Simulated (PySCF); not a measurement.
H7NO2Si2, SMILES N[Si@H](O)O[SiH3]. Geometry optimised at PBE-D3(BJ)/def2-SVP. The structure was generated by enumeration; whether it is a known compound was not checked. One conformer was computed; it need not be the lowest.

**Question.** Give the equilibrium geometry at PBE-D3(BJ)/def2-SVP (PySCF confirms it by a frequency run) as Cartesian coordinates in Å. (The exact figures need the calculation; the answer reports its results.)

**Answer.** This is not unique; one that fits is 
```xyz
12

N     -2.1607     0.6844     0.5957
Si    -0.9659    -0.1141    -0.3645
O     -0.5764    -1.5895     0.3354
O      0.5206     0.6452    -0.4688
Si     2.0720     0.2683     0.0520
H     -1.9460     0.9585     1.5584
H     -2.7529     1.3880     0.1474
H     -1.5365    -0.2024    -1.7439
H     -1.3391    -2.0736     0.6958
H      2.1159     0.0787     1.5451
H      2.5916    -0.9739    -0.6176
H      2.9542     1.4281    -0.3127
```
